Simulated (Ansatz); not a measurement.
An input meant for IrPt3⁻ (charge -1, singlet).

```yaml
crystal:
  periodic: [false, false, false]
  atoms:
    - {symbol: Ir, position_ang: [-0.463808, -0.061482, 0.311311]}
    - {symbol: Pt, position_ang: [0.811419, -1.003332, -1.601303]}
    - {symbol: Pt, position_ang: [-1.069631, -0.404451, 2.534891]}
    - {symbol: Pt, position_ang: [0.722011, 1.469265, -1.244899]}
basis:
  gaussian: {orbitals: cc-pVTZ-rifit}
total_charge: -1
hamiltonian: {xc: {name: wPBEh}}
output: {forces: true}
```

```sh
$ ansatz run in.yaml --threads 4 --pin off --events-out ev --progress --plain --max-ram 3916MiB
```

Output, abridged:

```
Functional definition: wPBEh
Error: [file] the basis set cc-pVTZ-RIFIT has no functions for Ir
```

Problem. Something in this input is off. What?

Solution. The basis set is misnamed or doesn't suit the job. The program refused the input.
